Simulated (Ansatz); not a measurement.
Stretching the Ge1–F2 bond in F2Ge (SMILES [F][Ge][F]) (multiplicity 1 held, fragments rigid). Energies count from the point at 1.758 Å.
Geometry at that point (charge 0, multiplicity 1):
| atom | x (Å) | y (Å) | z (Å) |
|---|---|---|---|
| Ge | 0.0353 | -0.0209 | 0.4157 |
| F | 0.5995 | 1.1803 | -0.7378 |
| F | -0.7249 | -1.1061 | -0.7402 |

Restricted levels (R-, RO-) in cc, def2 and unpolarised 6-31G sets keep to the state of the molecule at rest. U- levels take the lowest unrestricted solution at each point, which mixes spins at long bonds. Curves can end on different states.

Correlated levels freeze the cores. Filled d and f shells under p-block atoms count as core.

Run with Ansatz (a quantum-chemistry and plane-wave program). Each number belongs to the level named beside it.

Energies in eV.

```tsv
R (Å)	R-HF/cc-pVTZ	U-B3LYP/cc-pVTZ	U-wB97X-V/cc-pVTZ	U-SCS-MP2/cc-pVTZ
1.407	2.65	3.06	2.95	3.03
1.582	0.30	0.51	0.45	0.47
1.758	0.00	0.00	0.00	0.00
1.934	0.47	0.29	0.35	0.36
2.110	1.20	0.87	1.00	1.00
2.374	2.34	1.85	2.07	2.07
2.637	3.36	2.75	3.06	3.08
3.077	4.71	3.90	4.37	5.48
3.517	5.71	4.51	5.09	5.75
4.044	6.58	4.89	5.53	5.83
4.747	7.37	5.14	5.77	5.85
5.627	7.97	5.28	5.83	5.85
```

Doubts at one or more of the structures used: a restricted determinant that unrestricted orbitals would lower (R-HF/cc-pVTZ); a spin-contaminated determinant (U-B3LYP/cc-pVTZ, U-wB97X-V/cc-pVTZ, U-SCS-MP2/cc-pVTZ).
